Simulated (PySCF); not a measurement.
Isomers of C6H5F, mass 96.038 u with the commonest isotopes. Method used: PBE0/def2-SVPD in PySCF (dipole) on a GFN2-xTB geometry, gas phase. One conformer each, none proved a minimum here; rigid rotors.

Question: Order these by rotational constant C, smallest first.
A. `C1=C[C@H]2C=C[C@]21F`
B. `C#CC(C)(F)C#C`
C. `[CH:1]#[C:2][CH2:3][C:4]1=[CH:5][C@@H:6]1[F:7]` with C2–C3–C4–C5 -7°

Answer: C (1207 MHz), B (1895 MHz), A (2489 MHz).

Question: Order these by radius of gyration √(Σ m r²/M), smallest first.
A. `[CH:1]#[C:2][CH2:3][C:4]1=[CH:5][C@@H:6]1[F:7]` with C2–C3–C4–C5 -7°
B. `F[C@]12C=C[C@H]1C=C2`
C. `C(C)(F)(C#C)C#C`

Answer: B (1.558 Å), C (1.817 Å), A (2.122 Å).

Question: Order these by rotational constant B, smallest first.
A. `F[C@]12C=C[C@H]1C=C2`
B. `FC(C)(C#C)C#C`
C. `[CH:1]#[C:2][CH2:3][C:4]1=[CH:5][C@@H:6]1[F:7]` with C2–C3–C4–C5 -7°

Answer: C (1299 MHz), B (2327 MHz), A (3593 MHz).

```csv
SMILES,point group,Ia (u·Å²),Ib (u·Å²),Ic (u·Å²),κ,μa (D),μb (D),μc (D)
F[C@]12C=C[C@H]1C=C2,Cs,122.61,140.66,203.02,0.35,2.02,0.00,0.54
C#CCC1=C[C@@H]1F,C1,57.03,389.12,418.79,-0.98,1.70,0.43,1.11
C#CC(C)(F)C#C,Cs,149.91,217.23,266.66,-0.42,0.00,0.83,1.82
```
